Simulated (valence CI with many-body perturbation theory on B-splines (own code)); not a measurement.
## Zr²⁶⁺: electric-dipole lines

Computed by valence CI with perturbative core correlation (CI+MBPT): four valence electrons over a frozen Dirac-Fock core [Ne], radial functions for each j: 11 s, 11 p, 10 d, 8 f, 5 g, 2 h, with the one-electron correlation potential Σ1, the two-electron term Σ2, the three-electron term Σ3, Breit, model QED; selected CI, second order for the rest, scaled by the run's own slope (own B-spline code, finite nucleus).

No measured spectrum was set against this ion. As an estimate, large intervals hold to a few tenths of a per cent, small ones and those within an open d or f shell to about a per cent. Among the levels kept, up to 700 cm⁻¹ of a level comes from second order outside the variational space, and about a tenth of that is noise between levels of different J, which matters for small intervals.

Lines 1 to 50 of 551 in falling wavelength, among levels below 2693800 cm⁻¹, chosen from the strongest by gf and those to the six lowest levels. Wavelengths and rates use the calculated energies. Electric multipoles are in the length gauge, E1 and E2 with the static RPA response of the core. Weak lines are less certain than strong ones. Lines between different terms over intervals too small for the method are left out, as are lines whose strength nearly cancels. Where a level lies close to another of its J and parity, the split of strength between their lines is uncertain. The highest levels of a list are the least certain.

Names give the largest LS component (configuration and term), which can be under half, so a name can repeat, a term be missing and a line seem to break the LS rules; names also repeat where a configuration has a term twice. Letters in brackets count levels of one name in rising energy.

```tsv
λ vac (Å)	Upper	Lower	A (s⁻¹)	S (a.u.) with core polarisation	S without
323.9	3s 3p3 5S°_2	3s2 3p2 1D_2	1.87e+07	1.57e-03	1.61e-03
289.0	3s 3p3 3D°_1	3s2 3p2 1S_0	2.59e+07	9.25e-04	9.51e-04
235.3	3s 3p3 3D°_1	3s2 3p2 1D_2	2.98e+08	5.75e-03	5.90e-03
228.7	3p3 3d 3G°_5	3s 3p2 3d 3F_4 [c]	3.49e+09	2.27e-01	2.33e-01
219.7	3s 3p3 3D°_2	3s2 3p2 1D_2	1.05e+08	2.74e-03	2.82e-03
218.4	3s 3p3 5S°_2	3s2 3p2 3P_2	5.35e+08	1.38e-02	1.41e-02
204.0	3s 3p3 5S°_2	3s2 3p2 3P_1	8.23e+08	1.72e-02	1.77e-02
200.4	3s 3p3 3D°_3	3s2 3p2 1D_2	1.68e+09	4.68e-02	4.81e-02
196.9	3s 3p3 3P°_1	3s2 3p2 1S_0	5.91e+08	6.68e-03	6.86e-03
194.3	3p3 3d 3F°_2 [a]	3s 3p2 3d 3F_2 [b]	5.10e+09	9.23e-02	9.48e-02
189.4	3p3 3d 3G°_4	3s 3p2 3d 3F_3 [c]	2.14e+09	6.47e-02	6.64e-02
188.6	3p3 3d 5D°_4	3s 3p2 3d 3D_3 [a]	2.45e+09	7.29e-02	7.47e-02
176.2	3s2 3p 3d 1D°_2	3s2 3p2 1D_2	9.68e+08	1.31e-02	1.34e-02
174.8	3p3 3d 3G°_4	3s 3p2 3d 3G_5	3.30e+09	7.83e-02	8.04e-02
174.2	3s 3p3 3D°_1	3s2 3p2 3P_2	1.68e+09	1.32e-02	1.35e-02
170.4	3s 3p3 3P°_1	3s2 3p2 1D_2	7.87e+07	5.77e-04	5.91e-04
168.4	3p3 3d 3G°_5	3s 3p2 3d 3G_5	7.47e+09	1.94e-01	1.99e-01
166.3	3p3 3d 3F°_4 [b]	3s 3p2 3d 3D_3 [e]	3.27e+09	6.67e-02	6.84e-02
165.9	3p4 3P_2	3s 3p3 3D°_3	7.83e+09	8.81e-02	9.05e-02
165.5	3s 3p3 3D°_2	3s2 3p2 3P_2	2.11e+08	2.36e-03	2.43e-03
164.9	3s 3p3 3D°_1	3s2 3p2 3P_1	6.45e+07	4.28e-04	4.39e-04
163.9	3s 3p3 3S°_1	3s2 3p2 1S_0	1.53e+09	9.94e-03	1.02e-02
160.4	3p3 3d 3G°_4	3s 3p2 3d 3D_3 [a]	3.42e+09	6.28e-02	6.44e-02
158.0	3p3 3d 3F°_4 [b]	3s 3p2 3d 3F_4 [c]	7.93e+09	1.39e-01	1.43e-01
157.4	3p3 3d 3P°_2 [a]	3s 3p2 3d 3D_3 [b]	7.15e+09	6.88e-02	7.06e-02
157.1	3s 3p3 3D°_2	3s2 3p2 3P_1	5.22e+09	4.99e-02	5.13e-02
156.6	3p3 3d 3D°_2 [a]	3s 3p2 3d 5P_2 [a]	6.83e+09	6.47e-02	6.64e-02
155.8	3p3 3d 3D°_2 [a]	3s 3p2 3d 5D_3	1.09e+10	1.02e-01	1.04e-01
154.6	3p3 3d 3G°_5	3s 3p2 3d 3G_4	3.10e+09	6.22e-02	6.39e-02
154.6	3s 3p2 3d 1G_4	3s2 3p 3d 3F°_4	3.92e+09	6.43e-02	6.60e-02
154.4	3p3 3d 3D°_3	3s 3p2 3d 3F_4 [b]	5.17e+09	6.57e-02	6.74e-02
154.3	3s 3p3 3D°_3	3s2 3p2 3P_2	2.80e+09	3.55e-02	3.65e-02
153.0	3p3 3d 1G°_4	3s 3p2 3d 3F_3 [b]	7.28e+09	1.16e-01	1.19e-01
152.7	3p3 3d 1G°_4	3s 3p2 3d 1G_4	1.74e+10	2.75e-01	2.82e-01
151.7	3p3 3d 3F°_4 [a]	3s 3p2 3d 3F_4 [a]	7.35e+09	1.14e-01	1.17e-01
151.3	3p3 3d 5D°_3	3s 3p2 3d 3F_4 [a]	8.65e+09	1.04e-01	1.06e-01
150.9	3p3 3d 3P°_2 [b]	3s 3p2 3d 3S_1	5.93e+09	5.02e-02	5.16e-02
149.9	3p3 3d 5D°_4	3s 3p2 3d 3F_3 [a]	5.29e+09	7.91e-02	8.12e-02
149.4	3p3 3d 3F°_3 [a]	3s 3p2 3d 5D_4	1.55e+10	1.79e-01	1.83e-01
148.8	3s 3p2 3d 3F_4 [c]	3s2 3p 3d 1F°_3	3.56e+09	5.21e-02	5.35e-02
148.5	3p3 3d 1G°_4	3s 3p2 3d 3D_3 [a]	4.28e+09	6.23e-02	6.39e-02
148.5	3s 3p2 3d 3D_3 [c]	3s2 3p 3d 3P°_2 [b]	4.93e+09	5.58e-02	5.73e-02
148.3	3p3 3d 3F°_2 [a]	3s 3p2 3d 5F_3 [b]	1.11e+10	8.93e-02	9.16e-02
147.1	3s 3p2 3d 3G_5	3s2 3p 3d 3F°_4	2.08e+10	3.60e-01	3.69e-01
146.3	3p3 3d 3F°_4 [b]	3s 3p2 3d 3D_3 [c]	5.00e+09	6.95e-02	7.13e-02
145.5	3s2 3p 3d 3D°_1	3s2 3p2 1S_0	7.93e+08	3.62e-03	3.71e-03
145.1	3s 3p3 3S°_1	3s2 3p2 1D_2	1.17e+09	5.30e-03	5.45e-03
145.1	3p4 1D_2	3s2 3p 3d 1D°_2	7.60e+09	5.73e-02	5.88e-02
144.7	3p3 3d 5D°_4	3s 3p2 3d 5F_5	2.34e+10	3.16e-01	3.24e-01
144.0	3s 3p2 3d 3F_3 [b]	3s2 3p 3d 3P°_2 [a]	7.11e+09	7.33e-02	7.52e-02
```
